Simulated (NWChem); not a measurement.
System: PbSiH₄S, singlet; SMILES [SiH3][Pb][SH]

Input file for NWChem:

```
start job
memory heap 200 mb stack 900 mb global 1100 mb
geometry units angstroms
  Pb     0.025265     0.082559     0.414147
  S      0.522878     1.443369    -1.647228
  H      0.924039     2.571243    -1.077791
  Si    -0.720950    -2.072089    -0.996829
  H      0.393991    -2.901713    -1.459632
  H     -1.510575    -1.811128    -2.196523
  H     -1.546292    -3.009687    -0.223212
end
basis spherical
  * library def2-svp
end
ecp
  Pb library def2-ecp
end
dft
  xc pbe0
  iterations 150
end
driver
  maxiter 120
end
task dft optimize
dft
  grid fine
  convergence energy 1d-8 density 1d-7
end
task dft freq numerical
```

Low-valent species are run as closed-shell singlets; no triplet was tried in these runs. def2 effective core potentials on Pb; no spin-orbit coupling.

The level has its own optimisation; frequencies are unscaled.

### Question
Give the results of this calculation. (PBE0/def2-SVP with def2 effective core potentials on Pb.) Quantities: r Pb–S (Å); r Pb–Si (Å); r H–S (Å); highest harmonic frequency (cm⁻¹); lowest (cm⁻¹); zero-point energy (kcal/mol).

### Answer
```
Property                           Result
---------------------------------  ------
r Pb–S (Å)                          2.535
r Pb–Si (Å)                         2.749
r H–S (Å)                           1.353
highest harmonic frequency (cm⁻¹)    2705
lowest (cm⁻¹)                          11
zero-point energy (kcal/mol)         20.6
```
